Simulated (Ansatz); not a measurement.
`N#[C][GaH][OH]`. Charge 0, multiplicity 1.

```xyz
6

N     2.201    0.773   -1.540
C     1.234    0.513   -0.969
Ga   -0.437    0.131   -0.072
O    -0.198   -0.951    1.309
H    -1.802    0.706   -0.518
H    -0.999   -1.171    1.789
```

Q: List the harmonic frequencies (cm⁻¹, unscaled) at PBE0-D4/def2-TZVP in Ansatz. (An estimate is asked.)

A: The calculation gave: 126, 211, 309, 415, 468, 494, 610, 725, 847, 2059, 2324, 3904.

Q: Is this a minimum?

A: Yes, all 12 modes are real.

Q: Give the ideal-gas thermochemistry at 298.15 K and 1 bar (rigid rotor, harmonic oscillator; point group Cs, symmetry number 1).

A: Zero-point energy 74.7 kJ/mol; H(298) − E = 91.8 kJ/mol; entropy 314.8 J/(mol·K), of which translation 167.9, rotation 106.7, vibration 40.2; G(298) − E = -2.0 kJ/mol.

Q: And at 400, 500, 600, 800 and 1000 K?

A: 
```csv
T (K),H − E (kJ/mol),S (J/mol/K),G − E (kJ/mol)
400,100.7,340.5,-35.5
500,110.2,361.6,-70.6
600,120.2,379.8,-107.7
800,141.3,410.2,-186.8
1000,163.6,435.0,-271.4
```

Q: Rotational constants (cm⁻¹)?

A: 0.5027, 0.09818, 0.08214.
